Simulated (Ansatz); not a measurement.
Relaxation of the cluster SiSe₂⁺ with UKS PBE-D4/def2-TZVP.

```sh
$ ansatz run in.yaml --threads 4 --pin off --events-out ev --progress --plain --max-ram 3916MiB
```

```yaml
crystal:
  periodic: [false, false, false]
  atoms:
    - {symbol: Si, position_ang: [0.000014, -0.000002, 0.000004]}
    - {symbol: Se, position_ang: [-0.070747, -0.141252, 2.067844]}
    - {symbol: Se, position_ang: [0.070723, 0.141255, -2.067838]}
basis:
  gaussian: {orbitals: def2-TZVP}
total_charge: 1
magnetization: {spin_polarized: true, initial_magnetization: 1}
hamiltonian: {xc: pbe, dispersion: d4}
scf: {lower_state_search: "off"}
output: {orbitals: {seedname: orbitals}}
relax: {f_tol: 0.02, max_steps: 100}
```

Run time 3.5 s (4 threads of Arm Neoverse V1 on a shared host).

Positions (Å) and forces (eV/Å) at steps 1, 2, 3 of 3:

```xyz
3
step=1 energy=-138545.8698 eV
Si    0.000    0.000    0.000    0.000    0.000    0.000
Se   -0.071   -0.141    2.068   -0.022   -0.043    0.632
Se    0.071    0.141   -2.068    0.022    0.043   -0.632
3
step=2 energy=-138545.8860 eV
Si    0.000    0.000    0.000    0.000    0.000    0.000
Se   -0.072   -0.143    2.101    0.004    0.008   -0.121
Se    0.072    0.143   -2.101   -0.004   -0.008    0.121
3
step=3 energy=-138545.8867 eV
Si    0.000    0.000    0.000    0.000    0.000    0.000
Se   -0.072   -0.143    2.095    0.000    0.001   -0.009
Se    0.072    0.143   -2.095    0.000   -0.001    0.009
```

The structure comes from a short search, and lower isomers may exist.
